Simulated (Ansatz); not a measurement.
Consider the redistribution: `NB[SeH]` + `BB(N)O` → `NB(O)[SeH]` + `BBN`.

Program: Ansatz. Geometries: PBE0-D4/def2-TZVP. ΔE: electronic, gas phase. CCSD(T)/CBS adds triple-zeta CCSD(T) − MP2 to the extrapolated MP2 energy (def2 sets, frozen cores). DFT in def2-TZVPP. For Se outer-core shells are correlated without core-valence functions, which leaves a few kJ/mol of doubt a bond. Scalar relativity is left out up to krypton. Each species was taken in one conformer, which may not be the lowest.

`NB[SeH]`:

Cartesian coordinates in Å:
```
N 0.367 0.320 1.115
B 0.179 0.082 -0.241
Se -1.396 -0.898 -0.860
H 1.168 0.821 1.459
H -0.263 0.020 1.839
H 0.977 0.474 -1.035
H -1.033 -0.820 -2.277
```

`BB(N)O`:

Z-matrix (Å, degrees):
```
B
B 1 1.706
H 1 1.200 2 122.7
H 1 1.202 2 121.9 3 179.4
N 2 1.404 1 120.3 3 -36.7
O 2 1.380 1 123.4 3 145.0
H 5 1.003 2 122.9 1 6.7
H 5 1.007 2 122.7 1 -173.8
H 6 0.957 2 112.6 1 4.3
```

`NB(O)[SeH]`:

```xyz
8

N     0.818   -0.464   -0.338
B    -0.374    0.223   -0.058
O    -1.194    0.755   -1.013
Se   -1.023    0.511    1.785
H     1.161   -0.619   -1.270
H     1.408   -0.849    0.376
H    -0.893    0.623   -1.915
H     0.097   -0.181    2.433
```

`BBN`:

```xyz
8

B     1.334    0.377    0.239
B    -0.326    0.288    0.183
N    -1.131   -0.670   -0.425
H     1.970   -0.086    1.147
H     1.969    1.002   -0.566
H    -0.904    1.185    0.753
H    -2.135   -0.632   -0.401
H    -0.777   -1.464   -0.930
```

| level | ΔE (kJ/mol) |
| --- | --- |
| B97M-V | 4.0 |
| CCSD(T)/def2-TZVPP | 10.9 |

Task: What does CCSD(T)/CBS give? (Best estimate.)

Result: Computed: +10.6 kJ/mol. The listed levels differ from it by -6.6, 0.3 kJ/mol.

Task: What do rigid-rotor, harmonic-oscillator terms from PBE0-D4/def2-TZVP frequencies (298.15 K, 1 bar) make of the CCSD(T)/CBS value? (Estimate.)

Result: Computed: ΔZPE = -2.6 kJ/mol, ΔH = +8.4 kJ/mol, ΔS = -3 J/(mol·K), ΔG = +9.3 kJ/mol.

Largest T1 diagnostic among the species: 0.013.

Leaving LDA and LC-ωPBE aside and taking each functional with its dispersion term where it has one, the values, not all of them listed here, spread over 5.6 kJ/mol, from B97M-V to B2PLYP. In def2-TZVPP, CCSD(T) changes the Hartree–Fock value by +4.4 kJ/mol (the triples alone add +1.0 kJ/mol) and MP2 by +4.4 kJ/mol.
